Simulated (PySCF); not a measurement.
Compound: C₆H₈ClO₂ (doublet state).
Geometry (GFN2-xTB, Å), atoms numbered from 1 in this order:
```xyz
17
C6H8ClO2 angstrom
O      2.8019   -0.9752    0.5692
C      2.1320   -0.4465    1.4055
O      1.0909    0.3388    1.2094
C      0.7221    0.6092   -0.1581
C     -0.1708    1.7713   -0.3317
C     -1.2551    0.9832   -0.9625
C     -0.4011   -0.2885   -0.7574
C     -0.9762   -1.2919    0.2182
Cl    -2.4673   -2.0050   -0.4537
H      2.3021   -0.5417    2.4919
H      1.6516    0.5989   -0.7458
H     -0.1230    2.7659    0.0588
H     -1.4702    1.2271   -2.0059
H     -2.2099    0.9825   -0.4281
H     -0.1055   -0.7875   -1.6805
H     -1.2460   -0.8148    1.1608
H     -0.2825   -2.1137    0.4001
```

The hyperfine couplings belong to this conformer and change with its torsions.

As a line formula: `O=CO[C@@H]1[CH]C[C@@H]1CCl` [radical].

Computed, not measured: UKS B3LYP, pcH-1 on C Cl H O, non-relativistic, mean-field spin-orbit, GIAO (PySCF). The structure is a single GFN2-xTB conformer in the gas phase; no vibrational or solvent corrections. The geometry wasn't refined by DFT: couplings that depend on bond lengths, twists or pyramidal angles can differ widely from those at the functional's own minimum. Stability of the SCF solution: not tested.

Largest spin populations (Mulliken): C5 (+1.00) and C6 (-0.09). C5 is the only atom above +0.15. The positive populations add up to 1.18 and the negative ones to -0.18, together 2S = 1. The angles at C5 add up to 358.8°, so it is planar; its axial dipolar tensor and the negative coupling of its proton fit spin in a p orbital normal to that plane.

(1) McConnell's relation a(H) = Q·ρ ties the coupling of a proton on a planar π carbon to the spin population of that carbon. What Q do the computed values give?

(2) How do the β-proton couplings of this frozen conformer go with θ, the angle between the C–H bond and the normal to the plane of the spin centre's three neighbours, both seen down the bond from centre to carbon?

## Answers

(1) 
```
  H   C    ρ(C)  a(H) (G)  a/ρ (G)
H12  C5  +0.996    -22.25    -22.3
```

One proton gives one ratio, Q = -22.3 G, and no test of linearity. In every row coupling and population have opposite signs.

(2) 
```json
{"β H": "H11", "on": "C4", "centre": "C5", "θ (°)": "20", "cos²θ": "0.88", "a (G)": "+36.83"}
{"β H": "H13", "on": "C6", "centre": "C5", "θ (°)": "21", "cos²θ": "0.87", "a (G)": "+41.48"}
{"β H": "H14", "on": "C6", "centre": "C5", "θ (°)": "32", "cos²θ": "0.71", "a (G)": "+45.93"}
```

Couplings in gauss use g_iso = 2.0026.
